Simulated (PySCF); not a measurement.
Molecule: SMILES [SiH](Cl)(Br)C=C. Atoms near the plane z = 0.0 Å, at the CAM-B3LYP/def2-SVP optimised geometry (x, y, z in Å): Si1 (-1.5, -0.6, 0.0), Cl2 (-2.2, 1.3, 0.0), C4 (0.3, -0.6, 0.0), C5 (1.1, -1.2, -0.9), H7 (0.8, -0.1, 0.8), H9 (2.2, -1.2, -0.9).

Calculation: CAM-B3LYP/def2-TZVP (PySCF 2.14.0). Cells within 0.4 Å of a nucleus heavier than hydrogen are left out (blank, or x). The values are rescaled to run from 0 to 1.

```
|00000000000000000000000000000|
|00000000000000000000000000000|
|00000000000000000000000000000|
|00000111111000000000000000000|
|00011222222100000000000000000|
|00123344443211000000000000000|
|01234555554321000000000000000|
|01345677765432100000000000000|
|12356788876543210000000000000|
|1245788x987643211100000000000|
|134578xxx87653322221000000000|
|1245788x987654444332100000000|
|12356788887655555543210000000|
|12345677777666666654321000000|
|01234567777677777765432100000|
|012345668x97788x8765433210000|
|012345669xx878xxx876544320000|
|012345668xx7788x8876554321000|
|01234566777677788776654321000|
|01234456666666677766554321000|
|01233455555555556655543310000|
|01123444444434445544432210000|
|00122334433323334433322100000|
|00012233322222222322210000000|
|00011122221111111111100000000|
|00000111110000000000000000000|
|00000000000000000000000000000|
|00000000000000000000000000000|
|00000000000000000000000000000|
```
Scale: ten equal steps from 0.000 (start of '0') to 1.00 (end of '9'), in the order '0123456789'; x runs from -4.50 to 4.50, y from -4.50 (bottom) to 4.50 (top).

### Question
Which quantity is mapped?
(A) Laplacian of the electron density
(B) an orbital amplitude
(C) log10 of the electron density
(D) electrostatic potential

### Answer
C, log10 of the electron density. In full: log10 of the electron density (e/bohr³), floored at −4.
